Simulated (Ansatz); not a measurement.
Energy landscape of H₃ (cation, charge +1), singlet: symmetric bend, bond length relaxed. Scanned: H-H-H angle. Other coordinates (H-H bond length) were minimised at PBE0/def2-TZVP.

- RKS-PBE0/cc-pVQZ = restricted PBE0/cc-pVQZ in Ansatz (a quantum-chemistry and plane-wave program)
- RKS-PBE/cc-pVQZ = Ansatz with restricted PBE/cc-pVQZ
- RKS-B3LYP/cc-pVQZ = restricted B3LYP/cc-pVQZ in Ansatz
- CCSD(T)/cc-pVQZ = CCSD(T) on RHF/cc-pVQZ, frozen core in Ansatz
- FCI/cc-pVQZ = full CI/cc-pVQZ, frozen core (Ansatz)

Cost and accuracy over the 13 points of the scan, with FCI/cc-pVQZ as yardstick. Costs are rough ratios of core time within Ansatz on shared cores, each with its mean field (Kohn-Sham runs search longer for lower solutions than correlated ones do); the miss is the largest error against full CI of the profile after the mean shift, in eV.

**Question.** Which is the cheapest of these levels that stays within 0.023 eV of FCI/cc-pVQZ?

**Answer.** RKS-PBE0/cc-pVQZ.

```
level              relative cost  largest error
-----------------  -------------  -------------
RKS-PBE0/cc-pVQZ               1          0.003
RKS-PBE/cc-pVQZ                1          0.065
RKS-B3LYP/cc-pVQZ              1          0.044
CCSD(T)/cc-pVQZ                3          0.000
```

Costs within a factor of two of each other count as equal.
